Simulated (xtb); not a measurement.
HLiO, triplet, geometry from GFN2-xTB (such geometries of metal compounds can be far from the true shape) (a higher spin typed on purpose: for a closed-shell molecule this is an excited state); GFN2-xTB in xtb.

Here is a job for xtb.
```
$ xtb mol.xyz --gfn 2 --uhf 2 --acc 1000 --json

# file mol.xyz
3

Li    -1.03425496    -0.89063491    -0.88776834
O      0.27603776     0.23786229     0.23944203
H      0.89446277     0.76900642     0.74776881
```

What does xtb print? Leave out banner, timings and long lists.


```
   ID    Z sym.   atoms
    1    3 Li     1
    2    8 O      2
    3    1 H      3

           -------------------------------------------------
          |                Calculation Setup                |
           -------------------------------------------------

           -------------------------------------------------
          |                 G F N 2 - x T B                 |
           -------------------------------------------------

          ...................................................
          :                      SETUP                      :
          :.................................................:
          :  # basis functions                   9          :
          :  # atomic orbitals                   9          :
          :  # shells                            5          :
          :  # electrons                         8          :
          :  max. iterations                   250          :
          :  Hamiltonian                  GFN2-xTB          :
          :  restarted?                      false          :
          :  GBSA solvation                  false          :
          :  PC potential                    false          :
          :  electronic temp.          300.0000000     K    :
          :  accuracy                 1000.0000000          :
          :  -> integral cutoff          0.2000000E+02      :
          :  -> integral neglect         0.1000000E-04      :
          :  -> SCF convergence          0.1000000E-02 Eh   :
          :  -> wf. convergence          0.1000000E+00 e    :
          :  Broyden damping             0.4000000          :
          :  net charge                          0          :
          :  unpaired electrons                  2          :
          ...................................................

 iter      E             dE          RMSdq      gap      omega  full diag
   1     -4.5880906 -0.458809E+01  0.882E+00    3.80       0.0  T
   2     -4.6315745 -0.434839E-01  0.503E+00    3.19       1.0  T
   3     -4.6371755 -0.560104E-02  0.276E+00    3.06       1.0  T
   4     -4.6380154 -0.839867E-03  0.684E-01    3.20       1.0  T
   5     -4.6380793 -0.638937E-04  0.452E-01    3.23       1.0  T

   *** convergence criteria satisfied after 5 iterations ***

 transition dipole moment (au) for excitation:           4           5
     X       Y       Z
  -0.1083   0.1342  -0.0084  total (au/Debye):    0.173   0.439
 dE (eV)             :   10.348
 oscillator strength :  0.10687E-01

         :::::::::::::::::::::::::::::::::::::::::::::::::::::
         ::                     SUMMARY                     ::
         :::::::::::::::::::::::::::::::::::::::::::::::::::::
         :: total energy              -4.620687065932 Eh    ::
         :: gradient norm              0.001946666187 Eh/a0 ::
         :: HOMO-LUMO gap              3.234786913823 eV    ::
         ::.................................................::
         :: SCC energy                -4.638079255919 Eh    ::
         :: -> isotropic ES            0.012204726648 Eh    ::
         :: -> anisotropic ES         -0.002031969401 Eh    ::
         :: -> anisotropic XC         -0.008652934104 Eh    ::
         :: -> dispersion             -0.000322168406 Eh    ::
         :: repulsion energy           0.017392189987 Eh    ::
         :: add. restraining           0.000000000000 Eh    ::
         :: total charge               0.000000000000 e     ::
         :::::::::::::::::::::::::::::::::::::::::::::::::::::

           -------------------------------------------------
          |                Property Printout                |
           -------------------------------------------------

    * Orbital Energies and Occupations

         #    Occupation            Energy/Eh            Energy/eV
      -------------------------------------------------------------
         1        2.0000           -0.7394091             -20.1203
         2        2.0000           -0.6233702             -16.9628
         3        1.5009           -0.5358242             -14.5805
         4        1.4991           -0.5358175             -14.5803
         5        1.0000           -0.1555199              -4.2319 (HOMO)
         6                         -0.0366437              -0.9971 (LUMO)
         7                         -0.0366427              -0.9971
         8                         -0.0034482              -0.0938
         9                          0.2746154               7.4727
      -------------------------------------------------------------
                  HL-Gap            0.1188762 Eh            3.2348 eV
             Fermi-level           -0.3159513 Eh           -8.5975 eV

     #   Z          covCN         q      C6AA      α(0)
     1   3 Li       0.628    -0.056   102.796    35.756
     2   8 O        1.434    -0.260    18.526     5.799
     3   1 H        0.805     0.316     0.675     1.291

 Mol. C6AA /au·bohr⁶  :        194.948711
 Mol. C8AA /au·bohr⁸  :      10735.374625
 Mol. α(0) /au        :         42.846266

Wiberg/Mayer (AO) data.
largest (>0.10) Wiberg bond orders for each atom

 ---------------------------------------------------------------------------
     #   Z sym  total        # sym  WBO       # sym  WBO       # sym  WBO
 ---------------------------------------------------------------------------
     1   3 Li   0.112 --     2 O    0.105
     2   8 O    0.995 --     3 H    0.890     1 Li   0.105
     3   1 H    0.897 --     2 O    0.890
 ---------------------------------------------------------------------------

Topologies differ in total number of bonds
Writing topology from bond orders to xtbtopo.mol

molecular dipole:
                 x           y           z       tot (Debye)
 q only:        0.508       0.437       0.423
   full:        1.504       1.294       1.272       5.991
molecular quadrupole (traceless):
                xx          xy          yy          xz          yz          zz
 q only:        0.180       0.795      -0.063       0.763       0.655      -0.117
  q+dip:       -0.598      -3.084       0.322      -3.112      -2.682       0.276
   full:       -0.706      -3.620       0.376      -3.645      -3.141       0.330

           -------------------------------------------------
          | TOTAL ENERGY               -4.620687065932 Eh   |
          | GRADIENT NORM               0.001946666187 Eh/α |
          | HOMO-LUMO GAP               3.234786913823 eV   |
           -------------------------------------------------

normal termination of xtb
```
